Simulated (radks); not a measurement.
Results of a calculation; reference values are marked as such.
Question: The mean radii <r> (bohr) of the occupied orbitals of an atom or ion are listed with their occupations. Level of theory: scalar-relativistic Kohn-Sham, r2SCAN, spin-polarised, spherical densities, finite nucleus; meta-GGA in the generalised Kohn-Sham scheme; Fermi nuclear charge, rms radius of each element as measured or else 0.836 A^(1/3) + 0.57 fm (a radial shooting solver on a logarithmic mesh with Libxc functionals).

| orbital | occ. | <r> |
|---|---|---|
| 1s up | 1 | 0.04861 |
| 1s down | 1 | 0.04861 |
| 2s down | 1 | 0.2175 |
| 2s up | 1 | 0.2175 |
| 2p up | 3 | 0.1907 |
| 2p down | 3 | 0.1907 |
| 3s up | 1 | 0.6510 |
| 3s down | 1 | 0.6510 |
| 3p up | 3 | 0.6788 |
| 3p down | 3 | 0.6788 |
| 3d up | 5 | 0.8101 |
| 3d down | 5 | 0.8060 |
| 4s up | 1 | 2.384 |
| 4s down | 1 | 2.329 |
| 4p up | 1 | 3.302 |

Name the element and its charge. Open shells, if any, are filled with parallel spins first.

Answer: Z = 31, gallium, charge 0: Ga in [Ar] 3d10 4s2 4p1. The 1s radius gives Z: for a bare nucleus <r> = (2 gamma + 1)/(2Z) with gamma = sqrt(1 - (Z/c)^2), 0.04755 bohr for Z = 31, and screening makes it slightly larger (0.04861 here). The occupations add up to 31, and the charge is Z minus that.
